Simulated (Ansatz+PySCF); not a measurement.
Values are calculated unless marked as measured or tabulated.
## PySCF 2.14.0 run

```python
from pyscf import gto, scf, cc

mol = gto.M(atom="""
Ca 0.000000 0.000000 0.000000
O 0.000000 0.000000 2.100000
""", basis='sto-3g', charge=0, spin=0)
mf = scf.UHF(mol)
mf.kernel()
mycc = cc.CCSD(mf, frozen=10).run()
et = mycc.ccsd_t()
print(mf.e_tot, mycc.e_corr, et, mycc.e_tot + et)
```

The script is written out from the run's settings.

The run gave:

| Quantity | Value |
| --- | --- |
| Converged | yes |
| Reference energy | -743.63519 hartree |
| CCSD correlation energy | -0.13258 hartree |
| Triples correction | -0.01143 hartree |
| Total energy | -743.77920 hartree |
| Spin squared of the determinant | 0.000 |

This is not the lowest solution: another run reaches a determinant 1.95 eV lower. Caution: large amplitudes, a single reference is doubtful.
